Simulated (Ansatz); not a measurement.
Several settings on one geometry of Cu(C2H4)H (C₂H₅Cu) (that of the charge 0 singlet, r2SCAN-D4/def2-TZVP). Ansatz on 4 threads of Arm Neoverse V1 on a shared host; times are rough.

```xyz
8

Cu   -0.0030    0.0045   -1.3153
C    -0.3862    0.5595    0.6386
C     0.3879   -0.5621    0.6326
H     0.0536    1.5487    0.7239
H    -1.4671    0.4992    0.7238
H    -0.0513   -1.5520    0.7129
H     1.4693   -0.5026    0.7129
H    -0.0032    0.0048   -2.8293
```

Totals from different functionals, basis sets or treatments of relativity can't be compared as stabilities.

Correlated methods freeze 7 core orbitals.

The spins typed aren't always the lowest for that charge.

Question: Give the basis size and estimate the energy, ⟨S²⟩, dipole and time of these runs.

```csv
run,method,charge,state,further keys
1,UKS PBE-QIDH/cc-pVDZ,0,singlet,scf: {omitted_lower_state_checks: [starts]}; forces asked
2,RKS SVWN5/def2-mTZVP,0,singlet,accuracy: high; scf: {lower_state_search: light}; forces asked
3,UKS LDA (SPW92)/def2-mTZVP,-1,doublet,accuracy: high
```

Answer: 
```tsv
run	functions	energy (Eh)	⟨S²⟩	dipole (D)	wall time
1	96	-1719.1808	0.00	4.59	8 s
2	86	-1716.2258	–	3.78	2.4 s
3	86	-1716.1988	0.75	–	2.3 s
```

The highest occupied level of an anion often lies above zero with these methods, and sets without diffuse functions describe the outer electron poorly.
